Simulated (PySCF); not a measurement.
Cartesian coordinates in Å; atom numbers follow the order of the lines, from 1:
```xyz
17

C    -0.778    2.027   -0.223
C    -0.764    0.790    0.233
C    -0.502   -0.421   -0.614
C    -1.697   -1.371   -0.595
O     0.621   -1.128   -0.135
Si    2.114   -0.665    0.248
C     2.124    0.574    1.658
N     2.129    1.329    2.519
H    -0.959    2.868    0.423
H    -0.615    2.249   -1.266
H    -0.919    0.578    1.282
H    -0.294   -0.108   -1.648
H    -1.479   -2.251   -1.195
H    -2.574   -0.870   -0.996
H    -1.899   -1.686    0.426
H     2.669   -1.926    0.709
H     2.816    0.025   -0.837
```

[PySCF: PBE0/pcSseg-1 with gauge-including orbitals; geometry from GFN2-xTB; one computed conformer; averaged over atoms made equivalent by symmetry, fast rotation or ring inversion; no relativistic terms; no solvent]

**Question.** List the cross peaks expected in HSQC, COSY and HMBC spectra.

**Answer.** 

HSQC (one-bond C–H):
| δH | δC |
| --- | --- |
| 6.45 (H11) | 151.0 (C2) |
| 5.70 (H10) | 126.0 (C1) |
| 5.63 (H9) | 126.0 (C1) |
| 4.35 (H12) | 79.0 (C3) |
| 1.42 (H13/H14/H15) | 26.8 (C4) |

COSY cross peaks (H two or three bonds apart, from the bond graph; peaks can be absent where the dihedral angle is near 90°):
| δH | δH |
| --- | --- |
| 6.45 (H11) | 5.70 (H10) |
| 6.45 (H11) | 5.63 (H9) |
| 6.45 (H11) | 4.35 (H12) |
| 5.70 (H10) | 5.63 (H9) |
| 4.92 (H17) | 4.81 (H16) |
| 4.35 (H12) | 1.42 (H13/H14/H15) |

HMBC (two and three bonds, from the bond graph):
| δH | δC |
| --- | --- |
| 6.45 (H11) | 126.0 (C1), 79.0 (C3), 26.8 (C4) |
| 5.70 (H10) | 151.0 (C2), 79.0 (C3) |
| 5.63 (H9) | 151.0 (C2), 79.0 (C3) |
| 4.92 (H17) | 127.1 (C7), 79.0 (C3) |
| 4.81 (H16) | 127.1 (C7), 79.0 (C3) |
| 4.35 (H12) | 151.0 (C2), 126.0 (C1), 26.8 (C4) |
| 1.42 (H13/H14/H15) | 151.0 (C2), 79.0 (C3) |

δ = σ(ref) − σ, references computed at the same level: TMS for $^{1}$H (31.72 ppm), $^{13}$C (186.93 ppm).

Short H···H contacts in this conformer between protons four or more bonds apart (candidates for NOE cross peaks, intensity ∝ r⁻⁶): H10···H12 2.41 Å, H11···H15 2.61 Å.

Shifts are as computed. Against solution values, carbons near 30 ppm lie about +3 ppm off and those near 130 ppm about +5 ppm. Of 1211 compounds with measured shifts, 218 miss one by over three times the rms of a fit or turn the order of signals round; such compounds aren't used in these exercises.
